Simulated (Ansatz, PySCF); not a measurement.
Energy difference 2 R1 → P1, each structure at its B3LYP-D3(BJ)/def2-TZVP stationary point, reached from a drawn start (curvature not checked).
R1, I2Ni (SMILES [I][Ni][I]) (charge 0, multiplicity 3):
| atom | x (Å) | y (Å) | z (Å) |
|---|---|---|---|
| Ni | 0.0000 | 0.0001 | -0.0026 |
| I | 2.4055 | -0.0037 | 0.0097 |
| I | -2.4054 | 0.0036 | -0.0071 |
P1, I4Ni2 (SMILES [I][Ni]1[I][Ni]([I])[I]1) (charge 0, multiplicity 5):
```xyz
6

Ni     1.707     0.004    -0.347
Ni    -1.708    -0.007    -0.341
I     -0.006     1.956    -0.284
I      0.005    -1.958    -0.267
I      3.939     0.012     0.613
I     -3.937    -0.007     0.626
```

P less R. No zero-point or thermal terms; open shells are unrestricted; no spin–orbit coupling. The spin states of the d-block species are the ones drawn and need not be the lowest.

Correlated levels freeze the cores. In cc and def2 sets filled d and f shells under p-block atoms count as core.

Codes used: Ansatz (an electronic-structure program) with Gaussian orbitals; PySCF for the D3/D4 terms. All values are computed, each at the level named. Elements past Kr take the def2 small-core potentials, without spin–orbit coupling.

### Question
One of these levels gives -20.97 kcal/mol for the reaction energy. Which?
(A) revPBE-D3(BJ)/def2-TZVPP
(B) SCS-MP2/def2-SVP
(C) PBE/def2-TZVPP
(D) revPBE/def2-TZVPP

### Answer
D, revPBE/def2-TZVPP. The others give -26.33 (PBE/def2-TZVPP), -30.73 (revPBE-D3(BJ)/def2-TZVPP), -24.00 (SCS-MP2/def2-SVP)
